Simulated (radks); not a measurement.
Neutral vanadium inside a hard spherical wall (all orbitals vanish at R), configuration held at [Ar] 3d3 4s2 and not refilled when levels cross. Method: non-relativistic Kohn-Sham, LDA (Slater exchange, VWN5 correlation), spin-polarised, spherical densities, point nucleus; open shells are filled with parallel spins first; computed with a radial shooting solver on a logarithmic mesh with Libxc functionals. Eigenvalues in eV for spin up, with the zero of energy where the potential of the charges vanishes at infinity; a dash marks a level that is unbound or too diffuse for the functional's potential to be trusted. A positive occupied level is held by the wall or, in an anion where self-interaction has pushed it up, behind a barrier. The pressure on the wall is -dE/dV.

| R (bohr) | E (hartree) | kinetic (hartree) | e(3s) | e(3p) | e(3d) | e(4s) | e(4p, empty) | e(5s, empty) | pressure (GPa) |
|---|---|---|---|---|---|---|---|---|---|
| free | -941.74220 | 940.449 | -69.666 | -44.720 | -6.380 | -5.069 | -1.675 | -0.070 | 0 |
| 20 | -941.74220 | 940.449 | -69.666 | -44.720 | -6.380 | -5.069 | -1.675 | 0.029 | < 0.0001 |
| 12 | -941.74213 | 940.450 | -69.658 | -44.712 | -6.372 | -5.062 | -1.648 | 0.805 | 0.00133 |
| 6 | -941.69002 | 940.729 | -68.140 | -43.203 | -4.945 | -3.594 | 0.760 | 12.392 | 3.66 |
| 5 | -941.58637 | 941.154 | -66.471 | -41.558 | -3.386 | -1.538 | 3.649 | 22.814 | 16.3 |
| 4 | -941.24521 | 942.353 | -62.941 | -38.105 | 0.013 | 4.069 | 10.920 | 46.083 | 88.5 |
| 3.5 | -940.80857 | 943.776 | -59.766 | -35.008 | 3.246 | 10.460 | 18.739 | 68.933 | 234 |
| 3 | -939.87903 | 946.727 | -54.695 | -30.017 | 8.758 | 22.908 | 33.244 | 108.30 | 709 |
| 2.5 | -937.64865 | 953.711 | -45.667 | -20.864 | 19.303 | 49.687 | 62.725 | 182.16 | 2610 |
